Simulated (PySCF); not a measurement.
SbFBr2, SMILES [Br][Sb]([F])[Br]. Atoms are numbered in the order given.

```xyz
4

Sb     0.3713    -0.7817     0.0000
F     -1.3468    -1.6617     0.0000
Br    -0.0974     0.7831    -1.9051
Br    -0.0974     0.7831     1.9051
```
Charge 0, spin multiplicity 1.

Geometry: PBE0-D3(BJ)/def2-SVP. The def2 effective core potentials stand for the cores of Sb; spin–orbit coupling is left out.

Level of theory: r2SCAN/def2-TZVP in PySCF.

ESP charges are fitted to the potential on shells at 1.4 to 2.0 van der Waals radii. Atomic charges (e):

```csv
atom,Mulliken,ESP fit
Sb1,0.99,0.52
F2,-0.43,-0.25
Br3,-0.28,-0.14
Br4,-0.28,-0.14
```
